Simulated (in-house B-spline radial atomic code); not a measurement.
# Er3+: [Kr] 4d9 4f11 5s2 5p6 7g1 (an excited or competing configuration)

Method: Dirac-Hartree-Fock, average of configuration, Fermi nucleus of rms radius 5.2516 fm. Calculated with a B-spline radial code for spherical atoms.

Effective charges: Z_r = [3n² - l(l+1)]/(2<r>) from the radius, Z_e = n√(-2ε) from the energy, and Slater's rules. Values are occupation-weighted means over j. An effective charge above Z reflects the relativistic contraction of the inner shells.

| shell | electrons | ε (eV) | <r> (bohr) | Z_r | Z_e | Slater |
| --- | --- | --- | --- | --- | --- | --- |
| 1s | 2 | -57892 | 0.02037 | 73.65 | 65.23 | 67.70 |
| 2s | 2 | -9901.2 | 0.08582 | 69.91 | 53.95 | 63.85 |
| 2p | 6 | -8798.4 | 0.07637 | 65.47 | 50.86 | 63.85 |
| 3s | 2 | -2318.4 | 0.2242 | 60.22 | 39.16 | 56.75 |
| 3p | 6 | -1972.7 | 0.2232 | 56.00 | 36.12 | 56.75 |
| 3d | 10 | -1519.7 | 0.2038 | 51.51 | 31.71 | 46.85 |
| 4s | 2 | -528.29 | 0.5069 | 47.35 | 24.93 | 40.25 |
| 4p | 6 | -410.39 | 0.5358 | 42.93 | 21.97 | 40.25 |
| 4d | 9 | -246.95 | 0.5797 | 36.23 | 17.04 | 29.20 |
| 5s | 2 | -109.72 | 1.219 | 30.77 | 14.20 | 13.75 |
| 5p | 6 | -76.895 | 1.387 | 26.32 | 11.89 | 13.75 |
| 4f | 11 | -67.767 | 0.7089 | 25.39 | 8.93 | 19.50 |
| 7g | 1 | -4.451 | 15.82 | 4.01 | 4.00 | - |

The least bound orbital is 7g7/2 at -4.451 eV, and it is also the most diffuse (<r> = 15.83 bohr). The part-filled 4d shell lies below the filled 5p shell in orbital energy.

Spin-orbit splittings of the orbital energies (j = l + 1/2 above j = l - 1/2 when positive): 2p 919.2 eV, 3p 196.7 eV, 3d 42.5 eV, 4p 44.96 eV, 4d 8.352 eV, 5p 6.794 eV, 4f 1.299 eV, 7g -0.0002789 eV.

For the 1s electron the small component carries 6.48 % of the norm, the zero-frequency Breit interaction raises the level by 184 eV, self-energy by 112 eV, and vacuum polarisation lowers it by 19.37 eV.
